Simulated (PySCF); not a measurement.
## Radial density of Sn (tin, neutral)

TPSS, [Kr] 4d10 5s2 5p2, high-spin 3P determinant. All numbers are calculated (PySCF 2.14, scalar relativity through the core potential, in aug-cc-pwCVTZ-PP with ECP28MDF (8s7p6d4f1g, 96 functions)). This is the valence pseudo-density: the core potential removes the inner electrons and smooths the orbitals near the nucleus.

| r (bohr) | 4πr²ρ (e/bohr) | 4πr²(ρα − ρβ) |
| --- | --- | --- |
| 0.00444 | 1.460e-05 | 0.0000 |
| 0.00747 | 3.835e-05 | 0.0000 |
| 0.0126 | 9.030e-05 | 0.0000 |
| 0.0211 | 0.0001786 | 0.0000 |
| 0.0356 | 0.0003175 | 0.0000 |
| 0.0598 | 0.0006086 | 0.0000 |
| 0.101 | 0.002840 | 0.0000 |
| 0.169 | 0.03168 | 0.0001 |
| 0.285 | 0.5480 | 0.0028 |
| 0.479 | 8.059 | 0.0523 |
| 0.805 | 22.86 | 0.0550 |
| 1.35 | 8.680 | 0.0886 |
| 2.28 | 2.347 | 0.7398 |
| 3.83 | 0.6483 | 0.4436 |
| 6.45 | 0.04483 | 0.0405 |
| 10.8 | 0.0003920 | 0.0004 |

Energies and moments cover only the electrons outside the core potential.
